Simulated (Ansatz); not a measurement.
Consider the formal exchange of groups at a C–C bond: `C[CH2][Al]([Cl])[Cl]` + ethylene → `C=C[CH2][Al]([Cl])[Cl]` + CH₄.

Isolated molecules relaxed with PBE0-D4/def2-TZVP in Ansatz; ΔE leaves out vibrations. CBS: MP2 limit from def2 TZ/QZ plus the TZ coupled-cluster correction, frozen cores. This one scheme is used for every species. DFT in def2-TZVPP. HSE06 is defined as in plane-wave codes. Each species was taken in one conformer, which may not be the lowest.

**Question.** Is it downhill or uphill in electronic energy at CCSD(T)/CBS, and by how much? (Estimate.)

**Answer.** Ansatz gave: Downhill: ΔE = -28.0 kJ/mol.

**Question.** What do these levels give: revPBE-D4, r2SCANh-D4, HSE06-D4, BHLYP, RPA@PBE/def2-TZVPP, MP2/CBS(def2)? (Estimate.)

**Answer.** Computed: revPBE-D4 -36.8, r2SCANh-D4 -40.3, HSE06-D4 -36.5, BHLYP -19.9, RPA@PBE/def2-TZVPP -25.3, MP2/CBS(def2) -36.3 kJ/mol.

Largest T1 diagnostic among the species: 0.011.

The D4 term adds −7.9 kJ/mol with B3LYP and −4.4 kJ/mol with PBE0; it sums over pairs of atoms, weighted by their polarisabilities, and B3LYP, whose exchange is more repulsive, gets the larger term. In def2-TZVPP, CCSD(T) changes the Hartree–Fock value by −17.6 kJ/mol (the triples alone add −4.2 kJ/mol) and MP2 by −25.9 kJ/mol. Leaving LDA and LC-ωPBE aside and taking each functional with its dispersion term where it has one, the values, not all of them listed here, spread over 16.0 kJ/mol, from r2SCAN-D4 to B2PLYP. LDA lies −13.6 kJ/mol from PBE without D4.

B3LYP here is the variant with VWN-RPA as its local correlation; programs differ in this.
